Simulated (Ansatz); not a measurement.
`N[Si](O)(F)F` → `N[Si]F` + `OF` at 600 K and 1 bar (silylene formation by 1,1-elimination).

Isolated molecules relaxed with PBE0-D4/def2-TZVP in Ansatz; ΔE leaves out vibrations. CCSD(T)/CBS is the MP2 limit (def2-TZVPP, def2-QZVPP) plus CCSD(T) − MP2 in def2-TZVPP, frozen cores. This one scheme is used for every species. Each species was taken in one conformer, which may not be the lowest.

```
       species  CCSD(T)/CBS energy (Eh)  H − E (kJ/mol)  S (J/(mol·K))
`N[Si](O)(F)F`               -620.58997           180.0          408.8
      `N[Si]F`               -444.84306           109.0          318.2
          `OF`               -175.42775            59.0          252.8
```

H − E and S are ideal-gas, rigid-rotor, harmonic terms from PBE0-D4/def2-TZVP, for one conformer and one mirror image of each species. 1 Eh = 2625.50 kJ/mol, R = 8.31446 J/(mol·K).

Question: By hand: ΔE, ΔH, ΔS and ΔG.

Answer: ΔE = (-444.84306) + (-175.42775) − (-620.58997) = 0.31916 Eh = 838.0 kJ/mol. Δ(H − E) = 109.0 + 59.0 − 180.0 = -12.0, so ΔH = 826.0 kJ/mol. ΔS = 318.2 + 252.8 − 408.8 = 162.2 J/(mol·K). ΔG = 826.0 − 600 × (162.2)/1000 = 728.7 kJ/mol.

Question: By hand: the equilibrium constant, and the temperature at which ΔG would vanish if ΔH and ΔS stayed fixed.

Answer: log₁₀ K = −ΔG/(RT ln 10) = -63.4. ΔG = 0 at ΔH/ΔS = 5092 K, far beyond where these terms or the molecules hold.

The number of gas molecules changes by +1, which sets the sign of ΔS. A doubt of 5 kJ/mol in ΔE shifts log₁₀ K by 0.4 here. Other conformers and mirror images would add mixing entropy, several J/(mol·K) or more a flexible species. These are equilibria of isolated gas molecules and say nothing of rates. Largest T1 diagnostic: 0.014 (customary marks: 0.02 for closed shells, 0.045 for open ones).
